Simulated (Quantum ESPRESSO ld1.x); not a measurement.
Au40+, 39 electrons, occupied as [Kr] 4d3 (the NIST ground configuration). Calculated with ld1.x of Quantum ESPRESSO 7.5: scalar-relativistic Kohn-Sham, LDA (Slater exchange, Perdew-Wang correlation), spin-polarised, spherical densities, point nucleus; open shells are filled with parallel spins first. Some entries of the table are withheld. Estimate them.

orbital  occ.  eigenvalue (eV)  <1/r> (bohr^-1)  <r^2> (bohr^2)
1s up       1         -82539.6            95.75       0.0003935
1s down     1         -82539.5            95.75       0.0003935
2s up       1         -16065.1            22.45        0.005994
2s down     1         -16061.5            22.46        0.005993
2p up       3         -14138.8            19.97        0.005044
2p down     3         -14135.7            19.97        0.005043
3s up       1         -5132.75            8.408         0.03795
3s down     1         -5130.25            8.411         0.03792
3p up       3         -4572.43            7.684         0.03875
3p down     3         -4569.77            7.686         0.03871
3d up       5         -3987.00            7.232         0.03179
3d down     5         -3983.68            7.232         0.03176
4s up       1         -2302.48            3.996          0.1549
4s down     1         -2293.70            3.994          0.1550
4p up       3         -2096.80            3.704          0.1668
4p down     3         -2088.16            3.701          0.1670
4d up       3         -1867.45            3.467          0.1674
4d down     0         -1858.80            3.465          0.1676
4f up       0         -1642.47            3.224          0.1432
4f down     0         -1634.87            3.228          0.1431
5s up       0         -1296.07              (1)             (2)
5s down     0         -1291.82              (3)             (4)
5p up       0         -1203.21            2.153          0.4975
5p down     0         -1199.30            2.146          0.4999
5d up       0         -1097.32            2.033          0.5252
5d down     0         -1093.63            2.027          0.5281

Answer. 
(1) 5s up <1/r> (bohr^-1): 2.289
(2) 5s up <r^2> (bohr^2): 0.4584
(3) 5s down <1/r> (bohr^-1): 2.283
(4) 5s down <r^2> (bohr^2): 0.4604
